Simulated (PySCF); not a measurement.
AgC: frontier orbitals

BLYP at R = 2.025 Å; PySCF, spin-free X2C with a Gaussian nucleus, basis sets Ag x2c-TZVPPall, C x2c-TZVPPall. State: ⁴Σ⁻ (quartet), unpaired electrons σ ↑, π ↑↑. Only the outer orbitals are listed, counted within each symmetry.

```json
{"spin": "α", "orbital": "5π", "occ.": "1", "ε (eV)": "-9.04", "on Ag (%)": "94", "main shells (%)": "94 Ag d"}
{"spin": "α", "orbital": "5π", "occ.": "1", "ε (eV)": "-9.04", "on Ag (%)": "94", "main shells (%)": "94 Ag d"}
{"spin": "α", "orbital": "11σ", "occ.": "1", "ε (eV)": "-8.96", "on Ag (%)": "76", "main shells (%)": "75 Ag d, 12 C s, 12 C p"}
{"spin": "α", "orbital": "2δ", "occ.": "1", "ε (eV)": "-8.60", "on Ag (%)": "100", "main shells (%)": "100 Ag d"}
{"spin": "α", "orbital": "2δ", "occ.": "1", "ε (eV)": "-8.60", "on Ag (%)": "100", "main shells (%)": "100 Ag d"}
{"spin": "α", "orbital": "12σ", "occ.": "1", "ε (eV)": "-5.82", "on Ag (%)": "61", "main shells (%)": "53 Ag s, 38 C p"}
{"spin": "α", "orbital": "6π", "occ.": "1", "ε (eV)": "-4.62", "on Ag (%)": "13", "main shells (%)": "87 C p"}
{"spin": "α", "orbital": "6π", "occ.": "1", "ε (eV)": "-4.62", "on Ag (%)": "13", "main shells (%)": "87 C p"}
{"spin": "α", "orbital": "13σ", "occ.": "0", "ε (eV)": "-3.28", "on Ag (%)": "68", "main shells (%)": "40 Ag s, 34 C p, 22 Ag p"}
{"spin": "α", "orbital": "7π", "occ.": "0", "ε (eV)": "-0.61", "on Ag (%)": "95", "main shells (%)": "92 Ag p"}
{"spin": "α", "orbital": "7π", "occ.": "0", "ε (eV)": "-0.61", "on Ag (%)": "95", "main shells (%)": "92 Ag p"}
{"spin": "β", "orbital": "10σ", "occ.": "1", "ε (eV)": "-11.98", "on Ag (%)": "34", "main shells (%)": "61 C s, 26 Ag d"}
{"spin": "β", "orbital": "5π", "occ.": "1", "ε (eV)": "-8.77", "on Ag (%)": "98", "main shells (%)": "98 Ag d"}
{"spin": "β", "orbital": "5π", "occ.": "1", "ε (eV)": "-8.77", "on Ag (%)": "98", "main shells (%)": "98 Ag d"}
{"spin": "β", "orbital": "2δ", "occ.": "1", "ε (eV)": "-8.43", "on Ag (%)": "100", "main shells (%)": "100 Ag d"}
{"spin": "β", "orbital": "2δ", "occ.": "1", "ε (eV)": "-8.43", "on Ag (%)": "100", "main shells (%)": "100 Ag d"}
{"spin": "β", "orbital": "11σ", "occ.": "1", "ε (eV)": "-8.20", "on Ag (%)": "72", "main shells (%)": "67 Ag d, 26 C s"}
{"spin": "β", "orbital": "12σ", "occ.": "0", "ε (eV)": "-4.76", "on Ag (%)": "72", "main shells (%)": "67 Ag s, 22 C p"}
{"spin": "β", "orbital": "6π", "occ.": "0", "ε (eV)": "-2.48", "on Ag (%)": "30", "main shells (%)": "70 C p, 28 Ag p"}
{"spin": "β", "orbital": "6π", "occ.": "0", "ε (eV)": "-2.48", "on Ag (%)": "30", "main shells (%)": "70 C p, 28 Ag p"}
```

Task: Which are the highest filled and the lowest empty level, where do they sit, and how wide is the gap?

Result: Highest filled α 6π at -4.62 eV (in %: 87 C p); lowest empty β 12σ at -4.76 eV (in %: 67 Ag s, 22 C p); the gap at BLYP is -0.14 eV.

```
bond order (Mayer)                              : 1.28
⟨S²⟩                                            : 3.758
charge on Ag (Mulliken, basis-dependent)        : 0.30
charge on Ag (Löwdin, basis-dependent)          : 0.16
dipole moment (positive dipole means Ag(−)C(+)) : -3.31 D
```

Spin–orbit coupling is left out. Counting both spins, an empty level lies below a filled one in this solution, because spin and occupation are held. With d or f electrons several states lie close, and the lowest PBE0 determinant need not be the measured ground state.
